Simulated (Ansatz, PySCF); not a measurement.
Au(Cl) anion (AuCl), SMILES [Cl][Au] (connectivity only; charge and spin as stated), charge -1, multiplicity 2. Atoms are numbered in the order given.

```xyz
2

Au     0.0000     0.0000    -0.2620
Cl     0.0000     0.0000     2.2179
```
Charge -1, spin multiplicity 2.

Geometry optimised at B3LYP-D3(BJ)/def2-TZVPD. The spin state was assumed, not searched. The def2 effective core potentials stand for the cores of Au; spin–orbit coupling is left out.

Two levels are set side by side: PBE-D3(BJ)/def2-TZVPD (Ansatz, a program for electronic structure) and B3LYP-D3(BJ)/def2-TZVPD (Ansatz). Each level has its own optimised geometry; the coordinates shown are those of the second. Frequencies come from the Hessian of PySCF at each geometry. Differences are taken from unrounded values.

| quantity | B3LYP-D3(BJ) | PBE-D3(BJ) | PBE-D3(BJ) minus B3LYP-D3(BJ) |
|---|---|---|---|
| bond Au1–Cl2 (Å) | 2.480 | 2.437 | -0.043 |
| highest harmonic wavenumber (cm⁻¹) | 209 | 222 | 13 |
| mean harmonic wavenumber (cm⁻¹) | 209 | 222 | 13 |
| zero-point energy (kcal/mol) | 0.30 | 0.32 | 0.02 |
